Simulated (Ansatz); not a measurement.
`FB(F)O[SiH3]` → `[O]B(F)F`• + `[SiH3]`• at 600 K and 1 bar (homolysis of the O–Si bond).

Gas-phase electronic energies from Ansatz, PBE0-D4/def2-TZVP geometries. CBS: MP2 limit from def2 TZ/QZ plus the TZ coupled-cluster correction, frozen cores. This one scheme is used for every species. Open shells (•) are unrestricted, without spin–orbit coupling. One conformer a species, not always the lowest.

```tsv
species	CCSD(T)/CBS energy (Eh)	H − E (kJ/mol)	S (J/(mol·K))
`FB(F)O[SiH3]`	-590.65048	158.3	419.1
`[O]B(F)F`•	-299.63237	62.0	312.2
`[SiH3]`•	-290.80808	80.4	249.9
```

H − E and S are ideal-gas, rigid-rotor, harmonic terms from PBE0-D4/def2-TZVP, for one conformer and one mirror image of each species, with the whole ground term of open shells counted as degenerate. 1 Eh = 2625.50 kJ/mol, R = 8.31446 J/(mol·K).

Q: By hand: ΔE, ΔH, ΔS and ΔG.

A: ΔE = (-299.63237) + (-290.80808) − (-590.65048) = 0.21003 Eh = 551.4 kJ/mol. Δ(H − E) = 62.0 + 80.4 − 158.3 = -15.9, so ΔH = 535.5 kJ/mol. ΔS = 312.2 + 249.9 − 419.1 = 143.0 J/(mol·K). ΔG = 535.5 − 600 × (143.0)/1000 = 449.7 kJ/mol.

Q: By hand: the equilibrium constant, and the temperature at which ΔG would vanish if ΔH and ΔS stayed fixed.

A: log₁₀ K = −ΔG/(RT ln 10) = -39.1. ΔG = 0 at ΔH/ΔS = 3745 K, far beyond where these terms or the molecules hold.

The number of gas molecules changes by +1, which sets the sign of ΔS. A doubt of 5 kJ/mol in ΔE shifts log₁₀ K by 0.4 here. Other conformers and mirror images would add mixing entropy, several J/(mol·K) or more a flexible species. Modes under 60 cm⁻¹, often nearly free rotors, make the harmonic entropy too high. These are equilibria of isolated gas molecules and say nothing of rates. Largest T1 diagnostic: 0.015 (customary marks: 0.02 for closed shells, 0.045 for open ones).
